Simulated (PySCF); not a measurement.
C₂H₁₁Si₃ (doublet state).
Numbering: `[SiH2:1][CH2:2][CH:3]([SiH3:4])[SiH3:5]` (hydrogens: H6, H7 on Si1; H8, H9 on C2; H10 on C3; H11, H12, H13 on Si4; H14, H15, H16 on Si5)

Structure used (GFN2-xTB), in Å, numbered top down from 1:
```xyz
16
C2H11Si3 angstrom
Si     2.602   -0.383    0.208
C      1.055    0.672    0.501
C     -0.217    0.106   -0.159
Si    -0.822   -1.515    0.631
Si    -1.581    1.440   -0.170
H      2.670   -1.612    0.990
H      2.856   -0.615   -1.212
H      0.880    0.789    1.573
H      1.237    1.679    0.113
H      0.017   -0.117   -1.207
H     -2.088   -1.917    0.016
H      0.151   -2.592    0.425
H     -1.007   -1.314    2.070
H     -2.787    0.941   -0.833
H     -1.084    2.614   -0.897
H     -1.892    1.833    1.206
```

The hyperfine couplings belong to this conformer and change with its torsions.

Theory: PySCF, UKS B3LYP, pcH-1 on C H Si, non-relativistic, mean-field spin-orbit, GIAO. Isolated species at its GFN2-xTB geometry (one conformer only). A GFN2-xTB geometry isn't a minimum of the functional, and hyperfine couplings can be far from their values at a DFT geometry, by a factor of two or more for some ions and for spin on atoms past the first row. The SCF solution wasn't tested for stability.

Question: Match the computed a_iso(29Si) values -393.7, -8.2 MHz (means over equivalent nuclei) with the sites Si1; Si4/Si5.

Answer: 
| site | a_iso (MHz) | ρ(0) (bohr⁻³) | position | distance from Si1 (Å) | spin population | largest \|T\| (MHz) |
| --- | --- | --- | --- | --- | --- | --- |
| Si1 | -393.7 | +0.4442 | largest spin population | 0.00 | +1.00 | 179.0 |
| Si4/Si5 | -8.2 | +0.0092 | 3 bonds from Si1 | 4.10 | +0.01 | 2.4 |

Question: Match the computed a_iso(13C) values +38.7, +17.8 MHz with the sites C2; C3.

Answer: 
```csv
site,a_iso (MHz),ρ(0) (bohr⁻³),position,distance from Si1 (Å),spin population,largest |T| (MHz)
C2,+17.8,+0.0158,1 bond from Si1,1.89,-0.01,5.4
C3,+38.7,+0.0344,2 bonds from Si1,2.88,+0.02,5.6
```

ρ(0) is the spin density at the nucleus and T the dipolar tensor; a_iso includes a spin–orbit part; entries for several nuclei are means. The largest Mulliken spin population is on Si1 (+1.00). The angles at Si1 add up to 339.8°, so it is pyramidal.

Nuclei that the bonding pattern makes equivalent are averaged, as if the motion that swaps them (rotation, inversion, ring flip) were fast. The six 1H nuclei of mean +0.9 MHz run from -0.6 to 4.4 MHz in the frozen geometry. The 1H value of +3.5 MHz is a mean of couplings from -0.5 to 7.5 MHz in this one geometry, not an average over conformers. The 29Si value of -8.2 MHz is a mean of couplings from -11.0 to -5.3 MHz in this one geometry, not an average over conformers.
